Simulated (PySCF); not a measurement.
C₅H₇FPSi (charge +1).
Geometry (GFN2-xTB, Å), atoms numbered from 1 in this order:
```xyz
15
C5H7FPSi angstrom
C      1.9904    1.5327    0.6189
C      1.8213    0.3866    0.3131
C      1.6242   -0.9989   -0.0385
P      0.0866   -1.6592    0.7625
C     -1.5616   -1.6305   -0.1920
F     -2.2890   -2.5874   -0.6259
C     -1.1821   -0.4247    0.0154
Si    -1.6216    1.4495   -0.2568
H      2.1881    2.5334    0.8708
H      1.5316   -1.1300   -1.1219
H      2.4677   -1.6020    0.3149
H     -0.0043   -1.0924    2.0266
H     -3.0469    1.3777   -0.5537
H     -0.7453    1.8103   -1.3643
H     -1.2636    2.0429    1.0250
```

Probes without a nucleus sit at each ring's centroid and 1 Å off its mean plane on both sides; NICS is minus the shielding there, NICSzz its component along the normal. Level: GIAO PBE0/pcSseg-1 (PySCF, non-relativistic, gas phase) on the GFN2-xTB geometry, one conformer.

Ring bond lengths (Å), with Mayer bond orders in brackets: P4–C5 1.905 (0.83), C5–C7 1.281 (1.77), C7–P4 1.921 (0.78).

Give the NICS values of each ring in ppm.

| ring | type | NICS(0) | NICS(1), two faces | NICS(1)zz, two faces | rms pucker (Å) | centre to ring atoms, mean (Å) |
| --- | --- | --- | --- | --- | --- | --- |
| P4–C5–C7 | 3-membered ring with P; formal bonds 1 double, 2 single | -36.4 | -9.1 / -10.4 | -15.2 / -18.7 | 0.00 | 0.99 |

What can be read from them?

- P4–C5–C7: mean NICS(1)zz -17.0 ppm, shielded. P4 has four or more neighbours, so the value isn't read as a sign of a π ring current. The two faces differ by 3.5 ppm, so no symmetry operation interchanges them. NICS(0) lies 27 ppm below the mean NICS(1).

What field does 14.1 T along the ring normal induce along that normal at the first NICS(1) probe listed for ring P4–C5–C7, 1 Å off the ring?

NICSzz × B0 = -15.2 ppm × 14.1 T = -214 μT, against the applied field.

How shielded are the nuclei of the rings and their hydrogens (means over atoms taken as equivalent)?

```tsv
atoms	environment	σ isotropic (ppm)	principal values of the symmetric part, first atom (ppm)
P4	phosphonium phosphorus	487.3	264.6, 358.2, 839.1
C5	vinylic C–F carbon	33.4	-75.7, -0.3, 176.0
C7	fully substituted alkene carbon	111.2	7.3, 146.6, 179.8
H12	P–H hydrogen	26.40	20.5, 23.5, 35.3
```

Time: 33 s of wall time (with the writing of density and orbital grids); peak memory 0.83 GiB. Hardware: an Arm Neoverse V1 with one thread (shared host). This is the whole shielding run at PBE0/pcSseg-1, SCF included.
